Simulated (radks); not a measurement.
Task: These are the eigenvalues of the occupied orbitals of an atom or ion with whole-number occupations (hartree). All-electron calculation, Dirac Kohn-Sham, LDA (Slater exchange, Perdew-Wang correlation), spin-unpolarised, spherical densities, finite nucleus; Fermi nuclear charge, rms radius of each element as measured or else 0.836 A^(1/3) + 0.57 fm. Program: a radial shooting solver on a logarithmic mesh with Libxc functionals.

orbital  eigenvalue
1s1/2     -2878.050
2s1/2     -508.5470
2p1/2     -487.8842
2p3/2     -424.4187
3s1/2     -122.4117
3p1/2     -113.0795
3p3/2     -99.12941
3d3/2     -83.47519
3d5/2     -80.46499
4s1/2     -29.32261
4p1/2     -25.35683
4p3/2     -22.02329
4d3/2     -15.49885
4d5/2     -14.87825
5s1/2      -7.51367
4f5/2      -6.52504
4f7/2      -6.39686
5p1/2      -6.20236
5p3/2      -5.59376
5d3/2      -3.71218

Which element is it, and in what charge state? The configuration may be excited. Open shells, if any, fill j = l - 1/2 first.

Result: Z = 78, platinum, charge +7: Pt7+ in [Xe] 4f14 5d3. The list shows which subshells hold electrons but not how many an open one holds; the 1s level, -2878.1 hartree, gives Z - s = 75.9 by -(Z - s)^2/2, which with screening and relativity narrows Z to a few neighbours, and the depths of the outer levels then fix element, charge and occupations together.
